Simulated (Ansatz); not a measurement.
Molecule: ethenyl(trifluoro)silane, C$_{2}$H$_{3}$F$_{3}$Si, net charge 0, singlet state. SMILES: F[Si](F)(C=C)F
Structure (B3LYP-D3(BJ)/def2-TZVP (Ansatz, an electronic-structure program) minimum search):
```xyz
9

C      2.3802    -0.3727    -0.1325
C      1.3690     0.0526     0.6229
Si    -0.3607     0.0621     0.0347
F     -0.4527    -0.4910    -1.4463
F     -1.3024    -0.8316     0.9415
F     -0.9844     1.5176     0.0445
H      2.2277    -0.7374    -1.1416
H      3.4029    -0.3737     0.2275
H      1.5783     0.4080     1.6280
```
Charge 0, spin multiplicity 1.

Atomisation energy built up term by term with Ansatz (kcal/mol; UHF references for open shells; valence terms freeze the core; atomic spin-orbit terms are left out). CBS(X,Y): correlation extrapolated as X^-3; Hartree-Fock from the larger set.

```json
[
 {"term": "Hartree-Fock", "basis": "aug-cc-pV(Q+d)Z", "kcal/mol": "725.82"},
 {"term": "CCSD correlation", "basis": "CBS(aug-cc-pV(T+d)Z,aug-cc-pV(Q+d)Z)", "kcal/mol": "223.34"},
 {"term": "(T)", "basis": "CBS(aug-cc-pV(T+d)Z,aug-cc-pV(Q+d)Z)", "kcal/mol": "16.79"},
 {"term": "core correlation", "basis": "cc-pwCVTZ", "kcal/mol": "2.49"},
 {"term": "scalar relativity (X2C)", "basis": "cc-pVTZ-DK against cc-pVTZ", "kcal/mol": "-1.83"},
 {"term": "sum: De", "basis": "", "kcal/mol": "966.6"}
]
```

(T) makes 1.7 % of the CCSD(T) atomisation energy; under 5 % is typical of single-reference molecules.
